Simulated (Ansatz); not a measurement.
Ansatz (an electronic-structure program) input (RPA@PBE/cc-pV(Q+d)Z):
A basis named .json is the Basis Set Exchange file of that set.

Ansatz 0.2 input:
```yaml
crystal:
  periodic: [false, false, false]
  atoms:
    - {symbol: Si, position_ang: [0.04966104, -0.01032752, -0.09465304]}
    - {symbol: O, position_ang: [0.76982139, -0.16009225, -1.46726546]}
    - {symbol: O, position_ang: [-1.60115459, 0.34475914, -0.17511550]}
    - {symbol: O, position_ang: [0.09326868, -1.37538737, 0.90157134]}
    - {symbol: O, position_ang: [0.64876703, 1.20929081, 0.91100901]}
    - {symbol: H, position_ang: [-1.91999050, 0.03442363, -1.02674617]}
    - {symbol: H, position_ang: [0.85776760, -1.89598650, 0.64126917]}
    - {symbol: H, position_ang: [1.08134826, 1.85758556, 0.34902443]}
basis:
  gaussian:
    orbitals: cc-pV_Q+d_Z.json
hamiltonian:
  xc: pbe
total_charge: -1
magnetization: {spin_polarized: false}
correlation: {method: rpa, electrons: outside_noble_gas}
```

End of the output:

```
integrals: 1.63 GiB planned
2282 factors; integrals over basis functions are off by at most 8.0e-4 eV
0.46 GiB of the device are held for the grids
2.63 GiB of device memory are held for the factors and their scratch space
mean field: 3.44 GiB planned
mean field evaluation 1: about -16102.8823 eV, gradient 8.1e1 eV
mean field evaluation 2: about -16102.8813 eV, gradient 8.1e1 eV
mean field evaluation 4: about -16108.9433 eV, gradient 4.9e1 eV
mean field evaluation 8: about -16113.2338 eV, gradient 1.6e-1 eV
mean field evaluation 16: about -16113.2333 eV, gradient 4.7e-5 eV
mean field evaluation 32: about -16049.7770 eV, gradient 1.1e2 eV
mean field -16113.23332203 eV, -592.1504026427 hartree, gradient 7.2e-6 eV, S^2 0.000000; 0 other end points of the search recorded, 0 dependent functions left out
9 core orbitals not correlated
reference -16067.38302376 eV, -590.4654352596 hartree; 16, 16 occupied and 349, 349 virtual orbitals, 2282 factors
Total energy: -16116.66652303 eV, -592.2765704524 hartree
```

It need not be the lowest isomer of its formula. Whether it binds its extra electron was not tested at this geometry.
